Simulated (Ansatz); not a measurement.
Consider the cleavage of the Sn–Si bond: `O[SiH2][SnH2][OH]` + HCl → `[OH][SnH2][Cl]` + `O[SiH3]`.

Computed with Ansatz on PBE0-D4/def2-TZVP structures; ΔE is electronic, products minus reactants. CCSD(T)/CBS is the MP2 limit (def2-TZVPP, def2-QZVPP) plus CCSD(T) − MP2 in def2-TZVPP, frozen cores. This one scheme is used for every species. DFT in def2-TZVPP. Elements past krypton have def2 core potentials. For Sn outer-core shells are correlated without core-valence functions, which leaves a few kJ/mol of doubt a bond. Each species was taken in one conformer, which may not be the lowest.

Question: Is it downhill or uphill in electronic energy at CCSD(T)/CBS, and by how much? (Best estimate.)

Answer: Computed: Downhill: ΔE = -85.2 kJ/mol.

Question: What do these levels give: revPBE-D4, r2SCAN-D4, B97M-V, BHLYP-D4, ωB97X-V, B2PLYP, BLYP, PBE0, CAM-B3LYP, HF/def2-TZVPP, CCSD(T)/def2-TZVPP, HF/CBS(def2)? (Best estimate.)

Answer: Computed: revPBE-D4 -72.3, r2SCAN-D4 -83.9, B97M-V -90.9, BHLYP-D4 -91.7, ωB97X-V -87.8, B2PLYP -89.2, BLYP -83.8, PBE0 -79.1, CAM-B3LYP -90.4, HF/def2-TZVPP -111.8, CCSD(T)/def2-TZVPP -83.1, HF/CBS(def2) -113.3 kJ/mol.

Largest T1 diagnostic among the species: 0.014.

Leaving LDA and LC-ωPBE aside and taking each functional with its dispersion term where it has one, the values, not all of them listed here, spread over 21.1 kJ/mol, from BHLYP-D4 to PBE-D4. LDA lies +7.3 kJ/mol from PBE without D4. From BLYP to BHLYP (50 % exact exchange), in def2-TZVPP and without D4, ΔE moves by −12.5 kJ/mol. In def2-TZVPP, CCSD(T) changes the Hartree–Fock value by +28.7 kJ/mol (the triples alone add +2.1 kJ/mol) and MP2 by +24.0 kJ/mol.
